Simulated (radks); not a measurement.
The numbers below are computed, except where a source is named.
Species: neutral ruthenium. Configuration: [Kr] 4d7 5s0.5 5p0.5 (fractional occupations, a model configuration). Code: a radial shooting solver on a logarithmic mesh with Libxc functionals. Model: scalar-relativistic Kohn-Sham, r2SCAN, spin-polarised, spherical densities, finite nucleus; open shells are filled with parallel spins first (spin-orbit coupling, left out, can overturn this in heavy ions); meta-GGA in the generalised Kohn-Sham scheme; Fermi nuclear charge, rms radius 4.4809 fm.

Normalised radial functions P(r) = r R(r), r in bohr:

| r | 4p up | 4d up |
|---|---|---|
| 0.001806 | 0.0017 | 0.0000 |
| 0.002448 | 0.0028 | 0.0000 |
| 0.003318 | 0.0049 | 0.0000 |
| 0.004497 | 0.0085 | 0.0001 |
| 0.006143 | 0.0147 | 0.0002 |
| 0.008326 | 0.0250 | 0.0004 |
| 0.01128 | 0.0420 | 0.0008 |
| 0.01529 | 0.0690 | 0.0019 |
| 0.02073 | 0.1100 | 0.0043 |
| 0.02809 | 0.1679 | 0.0096 |
| 0.03807 | 0.2412 | 0.0205 |
| 0.05159 | 0.3168 | 0.0422 |
| 0.06992 | 0.3624 | 0.0818 |
| 0.09476 | 0.3251 | 0.1466 |
| 0.1284 | 0.1518 | 0.2374 |
| 0.1755 | -0.1625 | 0.3378 |
| 0.2378 | -0.4722 | 0.3927 |
| 0.3223 | -0.5466 | 0.3337 |
| 0.4368 | -0.2132 | 0.1107 |
| 0.5919 | 0.4145 | -0.2440 |
| 0.8022 | 0.9509 | -0.6046 |
| 1.087 | 1.0460 | -0.8062 |
| 1.473 | 0.7352 | -0.7790 |
| 1.997 | 0.3466 | -0.5958 |
| 2.706 | 0.1061 | -0.3732 |
| 3.697 | 0.0184 | -0.1869 |
| 5.011 | 0.0017 | -0.0745 |
| 6.791 | 0.0001 | -0.0214 |
| 9.204 | 0.0000 | -0.0038 |
| 12.47 | 0.0000 | -0.0004 |
| 16.91 | 0.0000 | 0.0000 |

4p up: eigenvalue -49.598 eV, 2 radial nodes at r = 0.151, 0.488 bohr, <r> = 1.13 bohr, 90 % of the charge inside 1.68 bohr. 4d up: eigenvalue -7.067 eV, 1 radial node at r = 0.484 bohr, <r> = 1.66 bohr, 90 % of the charge inside 2.71 bohr.
